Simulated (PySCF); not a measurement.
Delta-SCF ions had no search for a lower state. Excitations are Tamm–Dancoff values on a coarser integration grid. The basis has no diffuse functions, so Rydberg states are missing or too high.

Cartesian coordinates (Å):
```xyz
9

C     -1.8502     0.1563    -0.0765
C     -0.6347    -0.2608    -0.2378
C      0.6062    -0.6389    -0.4111
C      1.6425     0.3344    -0.7861
O      2.7975     0.0438    -0.9583
H     -2.2020     0.4918     0.8937
H     -2.5508     0.1711    -0.9050
H      0.9111    -1.6737    -0.2853
H      1.2803     1.3760    -0.9020
```
Charge 0, spin multiplicity 1.

Estimate the vertical ionisation energy (Delta-SCF), S1 excitation (TDA), T1 excitation (TDA), HOMO and total energy that ωB97X-D3(BJ)/def2-TZVP // PBE0-D3(BJ)/def2-TZVP in PySCF returns for this input.


```json
{
 "vertical ionisation energy (Delta-SCF)": "9.87 eV",
 "S1 excitation (TDA)": "4.14 eV",
 "T1 excitation (TDA)": "3.61 eV",
 "HOMO": "-10.03 eV",
 "total_energy": "-230.1501 Ha"
}
```
